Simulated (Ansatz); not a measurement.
Consider the ligand exchange at the Si–N bond: `O=C=N[SiH3]` + `NCS` → `[SiH3]NCS` + `N=C=O`.

Calculated with Ansatz (gas phase, PBE0-D4/def2-TZVP geometries, no zero-point term in ΔE). CCSD(T)/CBS adds triple-zeta CCSD(T) − MP2 to the extrapolated MP2 energy (def2 sets, frozen cores). This one scheme is used for every species. Functionals use def2-TZVPP. One conformer a species, not always the lowest.

CCSD(T)/CBS gives +36.7 kJ/mol.

(1) Another level gave +39.4 kJ/mol. Which?
A. PBE0-D4/def2-TZVPP
B. B2PLYP/def2-TZVPP
C. HF/def2-TZVPP
D. PBE-D4/def2-TZVPP

Largest T1 diagnostic among the species: 0.018.

## Answers

(1) B. B2PLYP 39.4, PBE0-D4 35.3, PBE-D4 30.2, HF/def2-TZVPP 53.1 kJ/mol.

The D4 term adds −6.2 kJ/mol with B3LYP and −3.4 kJ/mol with PBE0; it sums over pairs of atoms, weighted by their polarisabilities, and B3LYP, whose exchange is more repulsive, gets the larger term. From PBE to PBE0 (25 % exact exchange), in def2-TZVPP and without D4, ΔE moves by +4.6 kJ/mol.

B3LYP here is the variant with VWN-RPA as its local correlation; programs differ in this.
